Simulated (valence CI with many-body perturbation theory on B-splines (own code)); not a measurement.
# Energy levels of Ir62+

Calculated by valence CI with perturbative core correlation (CI+MBPT): five valence electrons over a frozen Dirac-Fock core [Ne], a basis of 11 s, 11 p, 10 d, 8 f, 5 g, 2 h functions for each j, with the one-electron correlation potential Σ1 (screened to all orders), the two-electron term Σ2, the three-electron term Σ3, Breit, model QED; selected single and double excitations, second order for the rest, scaled by the run's own slope (own B-spline code, finite nucleus).

No measured spectrum was set against this ion. As an estimate, large intervals hold to a few tenths of a per cent, small ones and those within an open d or f shell to about a per cent. Among the levels kept, up to 3100 cm⁻¹ of a level comes from second order outside the variational space, and about a tenth of that is noise between levels of different J, which matters for small intervals.

Levels 1 to 45 of 174, with energies above the lowest level, (3s^2 3p1/2^2 3p3/2) J=3/2. "Leading %" is the weight of the configuration and term that name the level; weights of strongly mixed levels are sums over their largest components and can fall short. In the jj column 3d3/2^4 stands for four electrons in 3d with j = 3/2.

| No. | Configuration | Term | J | E (eV) | Leading % | Leading jj | g | Second component |
| --- | --- | --- | --- | --- | --- | --- | --- | --- |
| 1 | 3s2 3p3 | 2P° | 3/2 | 0.0 | 48 | 3s^2 3p1/2^2 3p3/2 (100 %) | 1.337 | 27 % 3s2 3p3 2D° |
| 2 | 3s2 3p2 3d | 2D | 3/2 | 241.7 | 41 | 3s^2 3p1/2^2 3d3/2 (99 %) | 0.777 | 34 % 3s2 3p2 3d 4F |
| 3 | 3s2 3p2 3d | 2D | 5/2 | 353.7 | 34 | 3s^2 3p1/2^2 3d5/2 (99 %) | 1.192 | 20 % 3s2 3p2 3d 4D |
| 4 | 3s2 3p3 | 4S° | 3/2 | 415.5 | 55 | 3s^2 3p1/2 3p3/2^2 (99 %) | 1.452 | 44 % 3s2 3p3 2D° |
| 5 | 3s2 3p3 | 2D° | 5/2 | 427.8 | 99 | 3s^2 3p1/2 3p3/2^2 (99 %) | 1.185 |  |
| 6 | 3s2 3p3 | 2P° | 1/2 | 444.0 | 99 | 3s^2 3p1/2 3p3/2^2 (99 %) | 0.645 |  |
| 7 | 3s 3p4 | 4P | 5/2 | 601.5 | 66 | 3s 3p1/2^2 3p3/2^2 (93 %) | 1.454 | 28 % 3s 3p4 2D |
| 8 | 3s 3p4 | 2P | 3/2 | 632.2 | 32 | 3s 3p1/2^2 3p3/2^2 (66 %) | 1.144 | 23 % 3s 3p4 2D |
| 9 | 3s 3p4 | 2S | 1/2 | 634.9 | 54 | 3s 3p1/2^2 3p3/2^2 (84 %) | 2.023 | 23 % 3s 3p4 4P |
| 10 | 3s2 3p2 3d | 4F | 5/2 | 654.4 | 47 | 3s^2 3p1/2 3p3/2 3d3/2 (98 %) | 0.955 | 45 % 3s2 3p2 3d 2F |
| 11 | 3s2 3p2 3d | 4D | 1/2 | 657.9 | 79 | 3s^2 3p1/2 3p3/2 3d3/2 (99 %) | 0.219 | 14 % 3s2 3p2 3d 2P |
| 12 | 3s2 3p2 3d | 4F | 3/2 | 658.4 | 32 | 3s^2 3p1/2 3p3/2 3d3/2 (91 %) | 0.901 | 28 % 3s2 3p2 3d 4D |
| 13 | 3s2 3p2 3d | 2G | 7/2 | 667.3 | 53 | 3s^2 3p1/2 3p3/2 3d3/2 (98 %) | 1.016 | 26 % 3s2 3p2 3d 2F |
| 14 | 3s2 3p2 3d | 2D | 5/2 | 698.7 | 36 | 3s^2 3p1/2 3p3/2 3d3/2 (94 %) | 1.150 | 24 % 3s2 3p2 3d 2F |
| 15 | 3s2 3p2 3d | 2P | 1/2 | 710.0 | 38 | 3s^2 3p1/2 3p3/2 3d3/2 (87 %) | 1.659 | 30 % 3s2 3p2 3d 4P |
| 16 | 3s2 3p2 3d | 2D | 3/2 | 711.1 | 26 | 3s^2 3p1/2 3p3/2 3d3/2 (75 %) | 1.212 | 21 % 3s2 3p2 3d 4P |
| 17 | 3s2 3p2 3d | 4D | 7/2 | 752.4 | 48 | 3s^2 3p1/2 3p3/2 3d5/2 (100 %) | 1.300 | 37 % 3s2 3p2 3d 4F |
| 18 | 3s2 3p2 3d | 2G | 9/2 | 766.0 | 63 | 3s^2 3p1/2 3p3/2 3d5/2 (99 %) | 1.178 | 36 % 3s2 3p2 3d 4F |
| 19 | 3s2 3p2 3d | 2P | 3/2 | 766.0 | 46 | 3s^2 3p1/2 3p3/2 3d5/2 (97 %) | 1.326 | 23 % 3s2 3p2 3d 4P |
| 20 | 3s2 3p2 3d | 2F | 5/2 | 769.6 | 38 | 3s^2 3p1/2 3p3/2 3d5/2 (98 %) | 1.112 | 24 % 3s2 3p2 3d 2D |
| 21 | 3s2 3p2 3d | 2D | 5/2 | 790.1 | 41 | 3s^2 3p1/2 3p3/2 3d5/2 (95 %) | 1.279 | 36 % 3s2 3p2 3d 4P |
| 22 | 3s2 3p2 3d | 2F | 7/2 | 791.9 | 64 | 3s^2 3p1/2 3p3/2 3d5/2 (97 %) | 1.124 | 17 % 3s2 3p2 3d 4F |
| 23 | 3s2 3p2 3d | 2D | 3/2 | 801.0 | 60 | 3s^2 3p1/2 3p3/2 3d5/2 (98 %) | 0.932 | 22 % 3s2 3p2 3d 2P |
| 24 | 3s2 3p2 3d | 2P | 1/2 | 805.0 | 55 | 3s^2 3p1/2 3p3/2 3d5/2 (96 %) | 1.223 | 37 % 3s2 3p2 3d 2S |
| 25 | 3s 3p3 3d | 4D° | 5/2 | 839.0 | 29 | 3s 3p1/2^2 3p3/2 3d3/2 (96 %) | 1.251 | 18 % 3s 3p3 3d 6D° |
| 26 | 3s 3p3 3d | 4D° | 3/2 | 841.2 | 27 | 3s 3p1/2^2 3p3/2 3d3/2 (96 %) | 1.244 | 22 % 3s 3p3 3d 6D° |
| 27 | 3s 3p3 3d | 4P° | 1/2 | 843.7 | 46 | 3s 3p1/2^2 3p3/2 3d3/2 (97 %) | 2.345 | 28 % 3s 3p3 3d 6D° |
| 28 | 3s 3p3 3d | 4F° | 7/2 | 850.4 | 23 | 3s 3p1/2^2 3p3/2 3d3/2 (95 %) | 1.235 | 18 % 3s 3p3 3d 2F° |
| 29 | 3s2 3p3 | 2P° | 3/2 | 861.0 | 47 | 3s^2 3p3/2^3 (92 %) | 1.281 | 26 % 3s2 3p3 2D° |
| 30 | 3s 3p3 3d | 2D° | 3/2 | 870.0 | 19 | 3s 3p1/2^2 3p3/2 3d3/2 (78 %) | 1.026 | 10 % 3s 3p3 3d 4D° |
| 31 | 3s 3p3 3d | 2F° | 5/2 | 880.4 | 20 | 3s 3p1/2^2 3p3/2 3d3/2 (75 %) | 0.868 | 19 % 3s 3p3 3d 4G° |
| 32 | 3s 3p3 3d | 4D° | 1/2 | 885.4 | 42 | 3s 3p1/2^2 3p3/2 3d3/2 (87 %) | 0.552 | 25 % 3s 3p3 3d 2P° |
| 33 | 3s2 3p 3d2 | 4G° | 5/2 | 911.5 | 40 | 3s^2 3p1/2 3d3/2^2 (75 %) | 0.790 | 27 % 3s2 3p 3d2 2F° |
| 34 | 3s 3p3 3d | 4F° | 9/2 | 937.3 | 49 | 3s 3p1/2^2 3p3/2 3d5/2 (99 %) | 1.340 | 28 % 3s 3p3 3d 6D° |
| 35 | 3s 3p3 3d | 4D° | 5/2 | 955.2 | 30 | 3s 3p1/2^2 3p3/2 3d5/2 (96 %) | 1.369 | 20 % 3s 3p3 3d 4P° |
| 36 | 3s2 3p 3d2 | 2P° | 1/2 | 956.1 | 39 | 3s^2 3p1/2 3d3/2^2 (86 %) | 0.633 | 35 % 3s2 3p 3d2 4D° |
| 37 | 3s2 3p 3d2 | 2D° | 3/2 | 958.4 | 30 | 3s^2 3p1/2 3d3/2^2 (72 %) | 0.857 | 23 % 3s2 3p 3d2 4F° |
| 38 | 3s 3p3 3d | 4D° | 7/2 | 962.9 | 32 | 3s 3p1/2^2 3p3/2 3d5/2 (92 %) | 1.262 | 22 % 3s 3p3 3d 2F° |
| 39 | 3s 3p3 3d | 2D° | 3/2 | 967.8 | 26 | 3s 3p1/2^2 3p3/2 3d5/2 (72 %) | 1.053 | 14 % 3s 3p3 3d 4D° |
| 40 | 3s 3p3 3d | 2F° | 7/2 | 980.6 | 28 | 3s 3p1/2^2 3p3/2 3d5/2 (87 %) | 1.176 | 16 % 3s 3p3 3d 4D° |
| 41 | 3s 3p3 3d | 2P° | 1/2 | 990.4 | 47 | 3s 3p1/2^2 3p3/2 3d5/2 (96 %) | 0.681 | 33 % 3s 3p3 3d 4D° |
| 42 | 3s 3p3 3d | 2F° | 5/2 | 995.3 | 20 | 3s 3p1/2^2 3p3/2 3d5/2 (78 %) | 1.096 | 17 % 3s 3p3 3d 2D° |
| 43 | 3s 3p3 3d | 2P° | 3/2 | 997.6 | 26 | 3s 3p1/2^2 3p3/2 3d5/2 (84 %) | 1.352 | 18 % 3s 3p3 3d 4D° |
| 44 | 3s2 3p 3d2 | 4G° | 7/2 | 1011.2 | 54 | 3s^2 3p1/2 3d3/2 3d5/2 (96 %) | 1.014 | 14 % 3s2 3p 3d2 2G° |
| 45 | 3s2 3p 3d2 | 2D° | 5/2 | 1015.5 | 24 | 3s^2 3p1/2 3d3/2 3d5/2 (95 %) | 1.051 | 19 % 3s2 3p 3d2 4D° |

The ionisation energy to 3s2 3p2 3P_0 of the next ion comes out as 6711.2 eV (NIST: 6708 ± 15 eV (theoretical)). All 174 levels together are meant to be complete up to 1556.8 eV.
